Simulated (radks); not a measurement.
Polarisability of the krypton ion Kr+, [Ar] 3d10 4s2 4p5, at imaginary frequency. Method: non-relativistic Kohn-Sham, LB94 model potential, spin-polarised, spherical densities, point nucleus; open shells are filled with parallel spins first; computed with a radial shooting solver on a logarithmic mesh with Libxc functionals. Response by self-consistent Sternheimer equations with the Hartree and adiabatic LDA kernel.

w (hartree),alpha1(iw) (bohr^3)
0.00266,10.76
0.0143,10.75
0.0360,10.73
0.0697,10.66
0.118,10.47
0.186,10.08
0.280,9.338
0.413,8.125
0.605,6.434
0.892,4.497
1.35,2.719
2.12,1.417
3.59,0.6419
6.94,0.2465
17.5,0.06130

Static values: alpha1 = 10.76 bohr^3 (1.594 angstrom^3; uncoupled 16.90). C6 = 66.09, triple-dipole C9 = 518.5 atomic units. One-pole (London) frequency 4 C6 / (3 alpha1^2) = 0.761 hartree, against 0.922 for minus the highest occupied eigenvalue.
